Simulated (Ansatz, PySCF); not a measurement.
Spin states of F2Re (SMILES [F][Re][F]), each relaxed with B3LYP-D3(BJ)/def2-TZVP.
State 1 (charge 0, multiplicity 6):
```xyz
3

Re    -0.0110     0.0158    -0.0234
F     -0.2468     1.4454    -1.2977
F      0.2246    -1.4139     1.2509
```
State 2 (charge 0, multiplicity 4):
```xyz
3

Re    -0.003     0.022    -0.018
F     -0.242     1.388    -1.253
F      0.212    -1.363     1.200
```

```
level                        energy of the multiplicity-4 state less that of the multiplicity-6 state (eV)  cost
---------------------------  -----------------------------------------------------------------------------  ----
SVWN5/def2-TZVPP                                                                                     0.060  ×0.4
PBE-D3(BJ)/def2-TZVPP                                                                                0.353    ×1
BLYP/def2-TZVPP                                                                                      0.076    ×1
BLYP-D3(BJ)/def2-TZVPP                                                                               0.075    ×1
BLYP-D4/def2-TZVPP                                                                                   0.075    ×1
r2SCAN/def2-TZVPP                                                                                    0.671    ×2
r2SCAN-D3(BJ)/def2-TZVPP                                                                             0.671    ×2
r2SCAN-D4/def2-TZVPP                                                                                 0.671    ×2
B3LYP-D3(BJ)/def2-TZVPP                                                                              0.311  ×0.9
B3LYP-D4/def2-TZVPP                                                                                  0.310  ×0.9
PBE0/def2-TZVPP                                                                                      0.648    ×1
PBE0-D3(BJ)/def2-TZVPP                                                                               0.648    ×1
PBE0-D4/def2-TZVPP                                                                                   0.648    ×1
CAM-B3LYP-D3(BJ)/def2-TZVPP                                                                          0.343    ×1
```

The rows run from 0.060 (SVWN5/def2-TZVPP) to 0.671 eV (r2SCAN/def2-TZVPP). The dispersion term adds -0.001 in BLYP-D3(BJ), -0.001 in BLYP-D4, 0.000 in r2SCAN-D3(BJ). The 4 functionals in def2-TZVPP without D3 or D4 span 0.611, from SVWN5 to r2SCAN.

Singlets are restricted, other states unrestricted; no spin–orbit coupling, no relativity up to Kr; see below for the cores. The largest T1 diagnostic is 0.019.

Doubts at one or more of the structures used: a spin-contaminated determinant (r2SCAN/def2-TZVPP, r2SCAN-D3(BJ)/def2-TZVPP, r2SCAN-D4/def2-TZVPP, PBE0/def2-TZVPP, PBE0-D3(BJ)/def2-TZVPP, PBE0-D4/def2-TZVPP).

Programs: Ansatz (a program for electronic structure); PySCF for the dispersion terms. Values without a source in brackets are computed. In def2 rows elements past Kr take small-core potentials, without spin–orbit coupling.

Costs are rough ratios of core time to PBE/def2-TZVPP (about 100 s over the structures, on one shared machine); a dash marks a level with no comparable run of its own.
